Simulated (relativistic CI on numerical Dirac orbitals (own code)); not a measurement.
# Pr IV: calculation against measurement

Method of calculation: Dirac-Coulomb-Breit CI, separate exchange-only KLI orbitals for each configuration, model QED (radiative potential, 1s self-energy scaled to tabulated hydrogen-like ionisation energies), valence Slater integrals scaled by 0.85, P86 correlation estimate, and configurations built on the next ion tied to the tabulated ionisation energy (semi-empirical) (own radial code, finite nucleus).

CI space (outside the closed core [Kr] 4d10 5s2): 4f²5p⁶, 4f5p⁶5d, 4f5p⁶6s, 4f5p⁶6p, 4f5p⁶6d, 4f5p⁶7s, 4f5p⁶5f, 4f5p⁶6f, 5p⁶5d², 4f²5p⁵5d, 4f⁴5p⁴, 4f³5p⁵, 4f5p⁵5d², 4f²5p⁵5f, 4f5p⁶7p, 5p⁶5d6s, 5p⁶5f², 4f²5p⁵5g, 4f²5p⁵6s, 4f5p⁶7d, 5p⁶5d5f, 4f5p⁶5g, 5p⁶5d6p, 5p⁶5g6p. Levels of other configurations are missing.

```csv
Configuration,Term (tabulated),J,Measured (cm⁻¹),Computed,Error,Purity (%)
4f²5p⁶,3H,4,0.0,0,0,96
4f²5p⁶,3H,5,2152.1,2046,-107,99
4f²5p⁶,3H,6,4389.1,4177,-212,98
4f²5p⁶,3F,2,4996.6,5487,491,97
4f²5p⁶,3F,3,6415.2,6798,383,99
4f²5p⁶,1D,2,17334.4,18809,1474,91
4f²5p⁶,3P,0,21389.8,23512,2122,97
4f²5p⁶,3P,1,22007.5,24072,2065,98
4f²5p⁶,1I,6,22211.5,23012,801,98
4f²5p⁶,3P,2,23160.6,25086,1926,92
4f5p⁶5d,1G°,4,61170.9,60662,-509,69
4f5p⁶5d,3F°,2,61457.5,60980,-478,81
4f5p⁶5d,3G°,3,63355.9,62559,-797,68
4f5p⁶5d,3H°,4,63580.6,63098,-482,75
4f5p⁶5d,3F°,3,64123.5,63141,-983,74
4f5p⁶5d,3H°,5,65239.4,64784,-455,99
4f5p⁶5d,1D°,2,65321.7,65207,-114,69
4f5p⁶5d,3G°,4,65639.9,64678,-961,82
4f5p⁶5d,3F°,4,66518.0,65411,-1107,68
4f5p⁶5d,3D°,1,66967.7,66792,-176,94
4f5p⁶5d,3G°,5,67899.3,66792,-1108,97
4f5p⁶5d,3H°,6,68077.8,67425,-652,99
4f5p⁶5d,3D° †,2,68411.5,68173,-238,89
4f5p⁶5d,3D° †,3,68495.6,67957,-538,56
4f5p⁶5d,3P°,1,70755.3,70597,-159,92
4f5p⁶5d,3P°,0,70842.9,70635,-208,98
4f5p⁶5d,3P°,2,72185.1,71997,-188,93
4f5p⁶5d,1H°,5,75265.7,74636,-630,96
4f5p⁶5d,1P°,1,78776.4,78352,-425,91
4f5p⁶6s,"(5/2,1/2)°",2,100258.5,104510,4251,99
4f5p⁶6s,"(5/2,1/2)°",3,100543.9,104817,4274,70
4f5p⁶6s,"(7/2,1/2)°",4,103271.4,107403,4132,99
4f5p⁶6s,"(7/2,1/2)°",3,103753.8,107927,4173,70
4f5p⁶6p,"(5/2,1/2) †",3,136850.9,140341,3490,55
4f5p⁶6p,"(5/2,1/2) †",2,137175.0,140420,3245,72
4f5p⁶6p,"(7/2,1/2)",3,139875.3,143029,3154,60
4f5p⁶6p,"(5/2,3/2)",3,141254.0,144471,3217,42
4f5p⁶6p,"(5/2,3/2)",2,142331.6,145484,3152,54
4f5p⁶6p,"(5/2,3/2)",1,142997.3,146264,3267,98
4f5p⁶6p,"(7/2,3/2)",3,144943.3,148024,3080,66
4f5p⁶6p,"(7/2,3/2)",5,145281.2,148461,3180,98
4f5p⁶6p,"(7/2,3/2)",2,146577.1,149633,3056,63
```

Measured levels from Martin, Zalubas and Hagan, Atomic Energy Levels: The Rare-Earth Elements, NSRDS-NBS 60 (1978); pairs were made by configuration, J and term (by order where the table uses no LS term), so strongly mixed levels may be paired wrongly.

Mean error by configuration (cm⁻¹): 4f²5p⁶ 994; 4f5p⁶5d -555; 4f5p⁶6s 4207; 4f5p⁶6p 3158. Over the excited levels the mean absolute error is 1566 cm⁻¹ (41 of the 45 excited levels that our extract of the source holds in range could be paired, and the others can miss by more), and the median relative error of those above 1,000 cm⁻¹ is 2.1 %. Some levels of the ground configuration have no partner. † marks terms whose computed intervals miss the measured ones by more than a factor of 2.5, or configurations far off the rest, from wrong mixing, a near crossing or a doubtful label or measurement; they are left out of the means.
